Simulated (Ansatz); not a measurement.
One change: `BCC(C)C` becomes `CCC`.

Ansatz, PBE0-D4/def2-TZVP geometries, multiplicity 1. Each molecule was computed in one conformer, which needn't be the lowest.

```json
{"property": "HOMO–LUMO gap (ωB97M-V/def2-TZVPP) / eV", "`BCC(C)C`": "11.66"}
{"property": "ideal-gas entropy at 298 K and 1 bar (rigid rotor, harmonic PBE0-D4/def2-TZVP) / J/(mol·K)", "`BCC(C)C`": "337"}
{"property": "size of the dipole moment (B3LYP/def2-TZVPP) / D", "`BCC(C)C`": "0.65"}
{"property": "zero-point energy (PBE0-D4/def2-TZVP) / kJ/mol", "`BCC(C)C`": "370.7"}
{"property": "HOMO energy (ωB97M-V/def2-TZVPP) / eV", "`BCC(C)C`": "-10.96"}
{"property": "LUMO energy (B3LYP/def2-TZVPP) / eV", "`BCC(C)C`": "-1.45"}
```

**Question.** Give the same properties after the change, and the shifts. (Estimate.)

**Answer.** Computed: 
| property | `CCC` | shift |
| --- | --- | --- |
| HOMO–LUMO gap (ωB97M-V/def2-TZVPP) / eV | 14.17 | 2.51 |
| ideal-gas entropy at 298 K and 1 bar (rigid rotor, harmonic PBE0-D4/def2-TZVP) / J/(mol·K) | 268 | -69 |
| size of the dipole moment (B3LYP/def2-TZVPP) / D | 0.09 | -0.56 |
| zero-point energy (PBE0-D4/def2-TZVP) / kJ/mol | 271.6 | -99.1 |
| HOMO energy (ωB97M-V/def2-TZVPP) / eV | -11.46 | -0.50 |
| LUMO energy (B3LYP/def2-TZVPP) / eV | 0.96 | 2.41 |

With PBE0 the HOMO falls by 0.45 eV and the LUMO rises by 2.52 eV, so the gap widens by about 2.97 eV. PBE moves the HOMO by -0.39 eV and ωB97M-V by -0.50 eV. The zero-point energy changes by -99.1 kJ/mol with -15 modes. Dipoles are sizes alone; their direction can turn.

B3LYP here is the variant with VWN-RPA as its local correlation; programs differ in this.
